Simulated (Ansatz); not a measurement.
`OB([SiH3])C(F)Cl` + `OCF` → `OB([SiH3])OCF` + `FCCl`  (ligand exchange at a B–C bond)

Computed with Ansatz on PBE0-D4/def2-TZVP structures; ΔE is electronic, products minus reactants. CCSD(T)/CBS adds triple-zeta CCSD(T) − MP2 to the extrapolated MP2 energy (def2 sets, frozen cores). This one scheme is used for every species. Functionals use def2-TZVPP. B3LYP here is the variant with VWN-RPA as its local correlation; programs differ in this. Each species was taken in one conformer, which may not be the lowest.

`OB([SiH3])C(F)Cl`:

```xyz
11

O    -1.195   -1.436    0.095
B    -0.362   -0.377    0.087
Si    1.596   -0.637   -0.380
C    -0.923    1.074    0.437
F     0.042    1.941    0.852
Cl   -1.596    1.643   -1.126
H    -2.112   -1.240    0.319
H     2.401   -0.571    0.872
H     2.071    0.438   -1.290
H     1.826   -1.959   -1.019
H    -1.748    1.124    1.154
```

`OCF`:

Cartesian coordinates in Å:
```
O -0.792 0.225 0.702
C 0.069 -0.002 -0.339
F 0.600 -1.276 -0.275
H -0.289 0.295 1.520
H 0.922 0.686 -0.347
H -0.510 0.071 -1.261
```

`OB([SiH3])OCF`:

Z-matrix (Å, degrees):
```
Si
B 1 2.030
H 1 1.487 2 111.9
H 1 1.490 2 110.2 3 120.7
H 1 1.490 2 110.2 3 -120.9
O 2 1.381 1 116.7 3 178.6
O 2 1.354 1 120.2 3 -1.7
C 6 1.376 2 123.0 1 168.4
H 7 0.964 2 114.7 1 171.3
F 8 1.385 6 111.0 2 57.4
H 8 1.090 6 108.6 2 175.4
H 8 1.096 6 111.5 2 -61.3
```

`FCCl`:

Z-matrix (Å, degrees):
```
C
F 1 1.355
Cl 1 1.766 2 110.5
H 1 1.089 2 109.3 3 -118.4
H 1 1.089 2 109.3 3 118.4
```

```csv
level,ΔE (kJ/mol),difference from CCSD(T)/CBS
PBE-D4,-112.0,9.9
r2SCAN-D4,-120.8,1.1
PBE0-D4,-117.1,4.8
B3LYP-D4,-121.9,0.0
ωB97X-V,-122.2,-0.3
ωB97M-V,-121.2,0.7
B2PLYP,-126.2,-4.3
PBE,-114.4,7.5
r2SCAN,-121.4,0.5
PBE0,-119.4,2.5
B3LYP,-125.8,-3.9
HF/def2-TZVPP,-138.7,-16.8
MP2/def2-TZVPP,-123.8,-1.9
SCS-MP2/def2-TZVPP,-125.6,-3.7
CCSD/def2-TZVPP,-125.1,-3.2
CCSD(T)/def2-TZVPP,-123.2,-1.3
HF/def2-QZVPP,-139.8,-17.9
MP2/def2-QZVPP,-123.5,-1.6
SCS-MP2/def2-QZVPP,-125.4,-3.5
HF/CBS(def2),-140.0,-18.1
MP2/CBS(def2),-122.5,-0.6
CCSD/CBS(def2),-123.9,-2.0
CCSD(T)/CBS,-121.9,0
```

Largest T1 diagnostic among the species: 0.013.

In def2-TZVPP, CCSD(T) changes the Hartree–Fock value by +15.5 kJ/mol (the triples alone add +1.9 kJ/mol) and MP2 by +14.9 kJ/mol. The D4 term adds +4.0 kJ/mol with B3LYP and +2.3 kJ/mol with PBE0; it sums over pairs of atoms, weighted by their polarisabilities, and B3LYP, whose exchange is more repulsive, gets the larger term. From PBE to PBE0 (25 % exact exchange), in def2-TZVPP and without D4, ΔE moves by −4.9 kJ/mol.
